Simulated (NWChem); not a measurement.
A series in which one site is exchanged, each optimised at PBE0/def2-SVP with NWChem, gas phase unless a solvent is named. Some are not confirmed as minima by frequencies. def2 effective core potentials on In, Sb, La; no spin-orbit coupling.

A: [F][In]([Cl])[Cl] (InCl2F; site = In)
B: [Cl][Sb]([Cl])[F] (SbCl2F; site = Sb)
C: [F][Sc]([Cl])[Cl] (ScCl₂F; site = Sc)
D: [F][La]([Cl])[Cl] (LaCl2F; site = La)

Problem. Rank them by vertical ionisation energy, ΔSCF, PBE0/def2-SVP (eV), lowest first.

Solution. D (10.69), B (10.88), C (11.39), A (11.72)
